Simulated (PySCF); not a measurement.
Relaxation of singlet OsO4

Computed with PySCF, PBE0, basis Os def2-SVP with ECP60, O def2-SVP (scalar-relativistic core potentials, no spin–orbit coupling, density fitting). A (50,194) grid was used.

A hand-made see-saw start, of C2v symmetry, held to at least that symmetry:

Coordinates in bohr (charge 0 multiplicity 1):
```
Os    0.0000    0.0000   -0.2872
O     0.0000    3.2568   -0.0022
O     0.0000   -3.2568   -0.0022
O     2.5763    0.0000    1.7256
O    -2.5763    0.0000    1.7256
```

**Question.** What does it relax to?

**Answer.** It ends at Td with Os–O 1.693 Å (×4); O–Os–O 109.5° (×6) (after a last refinement on a finer grid). A frequency run shows a minimum. Other isomers or separated fragments may lie lower.

**Question.** How much energy is released, and in how many steps?

**Answer.** 520.9 kJ/mol in 9 steps.

Stability towards spin polarisation was not tested. With an element this heavy the missing spin–orbit coupling can shift these numbers.
